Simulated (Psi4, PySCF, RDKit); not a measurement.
Torsional profile of SMILES FC(F)(c1ccc(cc1)B)F. Scanned: dihedral H12–B1–C2–C3; all other coordinates were relaxed at GFN2-xTB. Points at φ and −φ are mirror images. Heavy atoms are numbered in the order of the SMILES Bc1ccc(C(F)(F)F)cc1, hydrogens after them in the order of the atoms that carry them; the mirror image has the same energies with the sign of each dihedral reversed.

RHF/LANL2DZ = restricted Hartree-Fock/LANL2DZ, density fitting // GFN2-xTB run with PySCF; UFF // GFN2-xTB (RDKit); PBE-D3(BJ)/def2-SVP // GFN2-xTB (Psi4).

Energies relative to the lowest point of each profile, in kJ/mol:

| φ / ° | RHF/LANL2DZ | UFF |
|---|---|---|
| -150 | 7.7 | 8.4 |
| -120 | 24.3 | 27.7 |
| -90 | 33.4 | 39.3 |
| -60 | 24.5 | 27.8 |
| -30 | 7.9 | 8.5 |
| 0 | 0.0 | 0.0 |
| 30 | 7.9 | 8.5 |
| 60 | 24.5 | 27.8 |
| 90 | 33.4 | 39.3 |
| 120 | 24.3 | 27.7 |
| 150 | 7.7 | 8.4 |
| 180 | 0.0 | 0.0 |

Question: Estimate the PBE-D3(BJ)/def2-SVP values at these points.

Answer: -150: 6.9; -120: 23.5; -90: 34.6; -60: 23.8; -30: 7.1; 0: 0.0; 30: 7.1; 60: 23.8; 90: 34.6; 120: 23.5; 150: 6.9; 180: 0.0 (kJ/mol).
